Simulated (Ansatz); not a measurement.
Ansatz (an electronic-structure program) input (r2SCAN/def2-TZVPD):

Ansatz 0.2 input:
```yaml
crystal:
  periodic: [false, false, false]
  atoms:
    - {symbol: B, position_ang: [-1.16156737, 0.43630842, 0.02571076]}
    - {symbol: Cl, position_ang: [0.46529914, -0.11147966, -0.00413971]}
    - {symbol: H, position_ang: [-2.10224853, -0.28638796, -0.05817867]}
basis:
  gaussian:
    orbitals: def2-TZVPD
hamiltonian:
  xc: {name: r2SCAN}
magnetization: {spin_polarized: true, initial_magnetization: 1}
output: {forces: true}
```

End of the output:

```
496 factors; their error is unknown
mean field: 0.26 GiB planned
mean field evaluation 1: about -13211.6535 eV, gradient 1.4e1 eV
mean field evaluation 2: about -13210.7606 eV, gradient 1.9e1 eV
mean field evaluation 4: about -13213.0224 eV, gradient 7.2e-1 eV
mean field evaluation 8: about -13213.0167 eV, gradient 3.1e-2 eV
mean field evaluation 16: about -13213.0167 eV, gradient 5.7e-5 eV
mean field -13213.01673139 eV, -485.5694087742 hartree, gradient 5.7e-5 eV, S^2 0.753877; 0 other end points of the search recorded, 0 dependent functions left out
the calculation of the forces begins
reference -13213.01675215 eV, -485.5694095370 hartree; 12, 11 occupied and 80, 81 virtual orbitals, 496 factors
Total energy: -13213.01675215 eV, -485.5694095370 hartree
Atom 0 at    -1.161567     0.436308     0.025711 Å, force     0.117910     0.057962     0.007340 eV/Å
Atom 1 at     0.465299    -0.111480    -0.004140 Å, force    -0.055317     0.008184    -0.000001 eV/Å
Atom 2 at    -2.102249    -0.286388    -0.058179 Å, force    -0.062593    -0.066146    -0.007339 eV/Å
Dipole moment:    -0.035562    -0.090976    -0.009366 e Å
```

It need not be the lowest isomer of its formula.
